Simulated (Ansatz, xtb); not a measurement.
Species: RhB, charge 0, multiplicity 1. SMILES: [B][Rh]
Structure (B3LYP-D3(BJ)/def2-TZVP (Ansatz, a program for electronic structure) minimum search):
```xyz
2

Rh     0.0000     0.0000    -0.1682
B      0.0000     0.0000     1.5142
```
Charge 0, spin multiplicity 1.

Harmonic wavenumbers from GFN2-xTB (xtb, at its own minimum), cm⁻¹: 995.

**Question.** Give the harmonic wavenumbers at B3LYP-D3(BJ)/def2-TZVP (Ansatz, finite differences of forces, unscaled).

**Answer.** 969 cm⁻¹. Zero-point energy 1.4 kcal/mol.

**Question.** From these and the geometry, give the ideal-gas thermochemistry at 298.15 K and 1 atm (rigid rotor, harmonic oscillator).

**Answer.** Point group C∞v, rotational symmetry number 1. Rotational constants 18.25, 18.25 GHz. S(trans) 40.10, S(rot) 13.57, S(vib) 0.11, S(elec, spin only) 0.00, S 53.8 cal/(mol K). H(298) - H(0) 2.10 kcal/mol; G - E(el) -12.5 kcal/mol.
